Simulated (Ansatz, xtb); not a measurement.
Two structures of AlClH6O2Si2

Structure a: a singlet given by its coordinates. Structure b: `[SiH3][O][Al]([Cl])[O][SiH3]`, a singlet. Both are isolated molecules in the gas phase, relaxed with PBE0-D4/def2-SVP; the shapes shown needn't be the lowest conformers.

a (Å):

```xyz
12

Al   -1.2765    0.3525    1.5609
Cl   -2.2168   -1.5279    1.3529
O     1.8347   -0.5653    0.4120
O     0.2526    0.3299    2.3474
Si    0.7999   -0.3340   -0.8418
Si    1.7366   -0.3098    2.0718
H    -0.4616    0.3568   -0.3064
H     0.3446   -1.6086   -1.4498
H     1.3541    0.6087   -1.8483
H     2.8055    0.6489    2.4537
H     1.9191   -1.6217    2.7462
H    -2.0784    1.6905    1.3918
```

Close contacts (Å): Al1–Cl2 2.11, Al1–O4 1.72, O3–Si5 1.64, O3–Si6 1.68, O4–Si6 1.64, Al1–H7 2.04, Al1–H12 1.57, Si5–H7 1.53, Si5–H8 1.48, Si5–H9 1.49, Si6–H10 1.49, Si6–H11 1.49.

b (Å):

```yaml
atoms:
  - { symbol: Al, position_ang: [0.4691, -1.0028, -0.3287] }
  - { symbol: Cl, position_ang: [1.3078, -2.8099, -0.9408] }
  - { symbol: O, position_ang: [-1.0014, -1.0128, 0.4787] }
  - { symbol: O, position_ang: [1.2794, 0.4298, -0.6540] }
  - { symbol: Si, position_ang: [-2.4504, -1.0472, 1.2657] }
  - { symbol: Si, position_ang: [2.1018, 1.8171, -0.9994] }
  - { symbol: H, position_ang: [-3.0482, 0.3214, 1.2965] }
  - { symbol: H, position_ang: [-3.3925, -1.9696, 0.5641] }
  - { symbol: H, position_ang: [-2.2554, -1.5221, 2.6683] }
  - { symbol: H, position_ang: [3.2360, 1.9866, -0.0424] }
  - { symbol: H, position_ang: [2.6412, 1.7605, -2.3910] }
  - { symbol: H, position_ang: [1.1895, 2.9941, -0.8829] }
```

Question: Which of the two would you expect CCSD(T)/def2-SVP + ΔMP2/def2-TZVPP electronic energies to favour?

Answer: Structure b; the calculation gives E(b) − E(a) = −4.7 kcal/mol.

The same difference at several levels:

```
                             level          geometry  E(b) − E(a) (kcal/mol)  departure from the last row (kcal/mol)  job, with rough time for the two
                  PBE0-D4/def2-SVP  PBE0-D4/def2-SVP                      −5.0                                    −0.4             optimisation, 1.9 min
                       HF/def2-SVP  PBE0-D4/def2-SVP                     −13.3                                    −8.7           part of the CCSD(T) run
                      MP2/def2-SVP  PBE0-D4/def2-SVP                      −8.6                                    −4.0           part of the CCSD(T) run
                  CCSD(T)/def2-SVP  PBE0-D4/def2-SVP                      −8.3                                    −3.6                      single point
CCSD(T)/def2-SVP + ΔMP2/def2-TZVPP  PBE0-D4/def2-SVP                      −4.7                                                        single point, 90 s
```

The levels shown agree on the order. The largest departure from CCSD(T)/def2-SVP + ΔMP2/def2-TZVPP is that of HF/def2-SVP, 8.7 kcal/mol. A small imaginary or near-zero mode remains, so no thermal terms are given. Levels run at GFN2-xTB geometries aren't shown. The last row adds to CCSD(T) the change of the MP2 difference between the two basis sets, here +3.6 kcal/mol, a large step that makes the value less sure.

The correlated steps freeze 22 core orbitals. Run with Ansatz 0.2.0, xtb 6.7.1; the last row on 2 threads of Arm Neoverse V1 on a shared host.
